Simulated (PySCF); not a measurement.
NMR data sheet: C5H14N2

| Quantity | Value |
| --- | --- |
| Formula | C5H14N2 |
| SMILES | CNNC(C)(C)C |
| Point group of the computed structure | C1 |
| Degrees of unsaturation | 0 |
| Carbon signals | 3 |
| Proton signals | 4 |

Atom-mapped SMILES (the numbers label the heavy atoms): `[CH3:1][NH:2][NH:3][C:4]([CH3:5])([CH3:6])[CH3:7]`. Each H is labelled by its parent atom.

Computed data (PySCF 2.14): shielding tensors at PBE0/pcSseg-1 (GIAO), coordinates at the GFN2-xTB level. No relativistic terms, one conformer, one averaged value for each set of equivalent atoms, gas phase.

δ = σ(ref) − σ, references computed at the same level: TMS for $^{1}$H and $^{13}$C; $^{15}$N vs NH3.

| carbon | δC, type | δH (multiplicity) | HMBC from (2–3 bonds) | span of the C tensor (ppm) |
| --- | --- | --- | --- | --- |
| C1 | 43.3, CH3 | 2.76 (s) | – | 61 |
| C4 | 54.5, C | – | H(C5)/H(C6)/H(C7) | 37 |
| C5/C6/C7 | 29.0, CH3 | 1.08 (s) | H(C5)/H(C6)/H(C7) | 53 |

Other nuclei:
| atoms | nucleus | environment | δ (ppm) | σ (ppm) |
| --- | --- | --- | --- | --- |
| H(N3) | $^{1}$H | hydrogen on a nitrogen bonded to O or N | 2.26 | 29.45 |
| H(N2) | $^{1}$H | hydrogen on a nitrogen bonded to O or N | 2.15 | 29.57 |
| N3 | $^{15}$N | nitrogen bonded to O or N | 134.1 | 133.6 |
| N2 | $^{15}$N | nitrogen bonded to O or N | 85.0 | 182.8 |

Carbon types of the structure: 1 × C, 4 × CH3, leaving 2 H on heteroatoms. δC 54.5: fully substituted sp3 carbon bonded to N; the inductive effect lowers its shielding. δC 43.3: methyl carbon bonded to N; pulled downfield by the heteroatom. δC 29.0: methyl carbon; a saturated carbon with 1 carbon neighbour and no heteroatom attached. δH 2.76: hydrogen on a methyl carbon bonded to N; its carbon carries N, an electronegative neighbour. δH 2.26, 2.15: hydrogen on a nitrogen bonded to O or N; exchangeable, gas-phase position.

Exchangeable OH/NH protons stand at their gas-phase positions; hydrogen bonding in a real sample shifts them, mostly to higher δ. Shifts are as computed. Against solution values, carbons near 30 ppm lie about +3 ppm off and those near 130 ppm about +5 ppm. Of 1211 compounds with measured shifts, 218 miss one by over three times the rms of a fit or turn the order of signals round; such compounds aren't used in these exercises. Experimental scales use liquid or dissolved standards, which lie at an offset from isolated NH3 (liquid NH3: subtract about 20 ppm). No couplings were computed; multiplicities are counted from neighbouring protons, with m where these are inequivalent, close in shift, in a saturated or five-membered ring or joined by F or P, and br s for small geminal =CH2 splittings.
